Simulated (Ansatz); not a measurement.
Job for Ansatz (a program for electronic structure): R-r2SCAN/def2-TZVPP on BrGeH (SMILES [GeH][Br]), atoms moved off the minimum.

Ansatz 0.2 input:
```yaml
crystal:
  periodic: [false, false, false]
  atoms:
    - {symbol: Ge, position_ang: [-0.76692036, -0.51771131, 0.91334692]}
    - {symbol: H, position_ang: [-1.71674313, -1.11143082, -0.40137197]}
    - {symbol: Br, position_ang: [0.70146839, 0.56339276, -0.77582052]}
basis:
  gaussian:
    orbitals: def2-TZVPP
hamiltonian:
  xc: {name: r2SCAN}
scf: {lower_state_search: off}
output: {forces: true}
```

The log:

```
WARN ansatz: RAYON_NUM_THREADS=1 ignored (pool sized by the plan → 1); use --threads N
Functional definition: r2SCAN
these checks for a lower state are left out or cut short: stability, starts, cluster_reference, orbital_swaps, neighbouring_geometries, increment
integrals: 0.04 GiB planned
793 factors; their error is unknown
mean field: 0.28 GiB planned
mean field evaluation 1: about -126579.3657 eV, gradient 2.0e1 eV
mean field evaluation 2: about -126574.3965 eV, gradient 4.6e1 eV
mean field evaluation 4: about -126580.2317 eV, gradient 2.4e0 eV
mean field evaluation 8: about -126580.2469 eV, gradient 2.2e-2 eV
mean field evaluation 16: about -126580.2138 eV, gradient 6.8e-5 eV
mean field -126580.21381638 eV, -4651.7370586015 hartree, gradient 4.6e-6 eV, S^2 0.000000; 0 other end points of the search recorded, 0 dependent functions left out
the calculation of the forces begins
reference -126580.21382415 eV, -4651.7370588871 hartree; 34, 34 occupied and 76, 76 virtual orbitals, 793 factors
Total energy: -126580.21382415 eV, -4651.7370588871 hartree
Atom 0 at    -0.766920    -0.517711     0.913347 Å, force     0.033451     0.117213    -2.149352 eV/Å
Atom 1 at    -1.716743    -1.111431    -0.401372 Å, force     0.622327     0.374796     1.185401 eV/Å
Atom 2 at     0.701468     0.563393    -0.775821 Å, force    -0.655777    -0.492010     0.963951 eV/Å
Dipole moment:    -0.259841    -0.195138     0.386209 e Å
Checks for a lower state left out: stability, starts, cluster_reference, orbital_swaps, neighbouring_geometries, increment
```

The run converged.

Cost: about 3 core-seconds (a rough figure).
